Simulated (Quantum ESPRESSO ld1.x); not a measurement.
Results of a calculation; reference values are marked as such.
Ho, 67 electrons, occupied as [Xe] 4f11 6s1 6d1 (not the ground configuration). Level of theory: scalar-relativistic Kohn-Sham, LDA (Slater exchange, Perdew-Wang correlation), spin-polarised, spherical densities, point nucleus; open shells are filled with parallel spins first (ld1.x of Quantum ESPRESSO 7.5).

Radial electron density D(r) = 4 pi r^2 rho(r):

r (bohr)  D(r) (e/bohr)  spin D(r)
0.004234          40.01    0.00169
0.005948          57.51    0.00228
0.008441          76.00    0.00266
0.01198           88.36    0.00233
0.01683           88.65    0.00102
0.02388           80.94  -0.000465
0.03355           83.64   0.000320
0.04761           106.9    0.00398
0.06689           119.8    0.00488
0.09492           98.84     0.0136
0.1347            94.78      0.122
0.1892            106.1      0.534
0.2686            65.88       1.61
0.3773            49.62       3.15
0.5354            55.42       3.82
0.7522            30.45       2.99
1.067             14.92       1.62
1.515             8.272      0.520
2.128             2.792      0.265
3.02             0.7249      0.377
4.243            0.2733      0.248
6.021           0.09476     0.0934
8.46             0.1027      0.103
12              0.09856     0.0986
17.04           0.02782     0.0278
23.93          0.001671    0.00167

D(r) has 5 maxima, at r = 0.0142, 0.0643, 0.178, 0.484, 10.0 bohr, and minima at 0.0272, 0.117, 0.345, 6.79 bohr, inside which lie 1.92, 11.17, 29.50, 66.08 electrons.
